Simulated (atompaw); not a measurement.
**krypton (Kr): variants of one PAW (atompaw) potential**

Base potential:

```
Element                 : Kr
Generator               : atompaw 4.2.0.5
Type                    : PAW
Functional              : LDA (PW92)
Relativity              : scalar-relativistic
Frozen core             : [Ar]
Valence charge          : 18
Reference configuration : 3d10 4s2 4p3 (charge +3)
Partial waves           : 4s (bound): rc 1.70 bohr; 4s channel at -3.95 Ry: rc 1.15 bohr; 4p (bound): rc 1.70 bohr; 4p channel at -1.7 Ry: rc 1.70 bohr; 3d (bound): rc 1.00 bohr; 3d channel at -8.35 Ry: rc 1.00 bohr
Local potential         : bessel scheme, radius 1.65 bohr
Core correction         : smooth core density matched at 1.35 bohr
Augmentation charge     : sinc compensation charge, radius 1.40 bohr; PAW radius 1.70 bohr; waves and projectors: custom rrkj gramschmidtortho
```

All-electron outer shells of the reference configuration (LDA (PW92), scalar-relativistic, ld1.x):

| shell | level (eV) | outermost node (bohr) | outermost maximum (bohr) |
| --- | --- | --- | --- |
| 3p | -235.33 | 0.20 | 0.46 |
| 3d | -122.04 | – | 0.41 |
| 4s | -59.34 | 0.64 | 1.29 |
| 4p | -43.55 | 0.67 | 1.44 |

Cutoffs, loose and tight: the cutoffs (Ry, on a coarse ladder) from which the occupation-weighted sum of valence levels, in a spherical-Bessel basis at the reference potential, stays within 10 and 1 mRy of its value at 400 Ry. They see the waves, projectors and local potential, not the compensation charge or the core. A dash means not determined.

A true bound ghost makes a file unfit for plane-wave use even where its test errors are small: the radial tests pick states by their node count and pass the ghost by.

| change | outcome | cutoff, loose | cutoff, tight | bound ghosts |
| --- | --- | --- | --- | --- |
| base | generated | 160 Ry | 260 Ry | s |
| local potential bessel scheme, radius 0.74 bohr | generated | 160 Ry | 260 Ry | s |
| local potential bessel scheme, radius 0.84 bohr | failed: atompaw: The overlap operator has at least one negative eigenvalue! | – | – | – |
| local potential bessel scheme, radius 0.98 bohr | failed: atompaw: The overlap operator has at least one negative eigenvalue! | – | – | – |
| local potential bessel scheme, radius 1.08 bohr | failed: atompaw: The overlap operator has at least one negative eigenvalue! | – | – | – |
| local potential bessel scheme, radius 1.18 bohr | failed: atompaw: The overlap operator has at least one negative eigenvalue! | – | – | – |
| local potential bessel scheme, radius 1.30 bohr | failed: atompaw: The overlap operator has at least one negative eigenvalue! | – | – | – |
| local potential bessel scheme, radius 1.50 bohr | generated | 160 Ry | 260 Ry | s |
| local potential bessel scheme, radius 1.62 bohr | generated | 160 Ry | 260 Ry | s |

Task: What comes out with this change to the base: local potential bessel scheme, radius 1.40 bohr?

Result: outcome: generated; cutoff, loose: 160 Ry; cutoff, tight: 260 Ry; bound ghosts: none.

Reading the sweep of the r_vloc (base included, trends over the rows without a ghost): Bound ghosts are found at 0.74, 1.5, 1.62, 1.65 bohr. The generation fails at 0.84, 0.98, 1.08, 1.18, 1.3 bohr.
